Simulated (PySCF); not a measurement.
Sb(Cl)2(Me) (CH₃Cl₂Sb), SMILES [CH3][Sb]([Cl])[Cl].

Geometry optimised at B3LYP-D3(BJ)/def2-SVP. A frequency run showed that this geometry is not a minimum. The structure was generated by enumeration; whether it is a known compound was not checked. The def2 effective core potentials stand for the cores of Sb; spin–orbit coupling is left out.

Level of theory: PySCF with PBE/def2-TZVP.

Symmetry labels are those of the subgroup Cs that the program uses (full group Cs).

Computed valence orbital energies around the gap with their symmetry:
```csv
orbital,symmetry,energy (eV)
HOMO−7,A',-10.51
HOMO−6,A",-9.35
HOMO−5,A',-8.98
HOMO−4,A',-8.29
HOMO−3,A',-7.68
HOMO−2,A",-7.57
HOMO−1,A",-7.47
HOMO,A',-6.61
LUMO,A',-2.56
LUMO+1,A",-2.52
LUMO+2,A',-0.85
LUMO+3,A',0.89
```
